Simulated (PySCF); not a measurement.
Electron correlation in Mg⁸⁺ (magnesium, charge +8)

Starting occupation: [He] 2s2. Calculation: PySCF 2.14, in an uncontracted even-tempered set (18 s from 0.19 bohr⁻², ratio 2.6; 11 p from 0.25 bohr⁻², ratio 2.6; 8 d from 0.26 bohr⁻², ratio 2.8; 4 f from 6.7 bohr⁻², ratio 2.8); X2C-1e with screened-nucleus spin-orbit coupling, Gaussian nucleus. Frozen: nothing; 4 electrons correlated; the 30 highest virtual spinors left out.

MP2 pair energies summed by pair of shells (mhartree):

```csv
pair,energy,share (%)
2s1/2-2s1/2,-85.63,61.4
1s1/2-1s1/2,-40.83,29.3
1s1/2-2s1/2,-13.09,9.4
```

Total MP2 correlation energy: -139.54 mhartree.

The virtual space was cut to 56 spinors, which keep -128.56 of the -139.54 mhartree of MP2 correlation.

| level | correlation energy (mhartree) |
| --- | --- |
| CCSD | -191.62 |
| (T) | -0.57 |
| CCSD(T) | -192.19 |

Diagnostics: T1 = 0.0023, largest double amplitude 0.144.

Is a single reference adequate?

Mostly. T1 lies below 0.03, but a double amplitude of this size points to a near-degeneracy that CCSD handles and MP2 describes poorly.

The coupled-cluster values are those of the cut space; adding the MP2 remainder, -10.98 mhartree, estimates the full space.
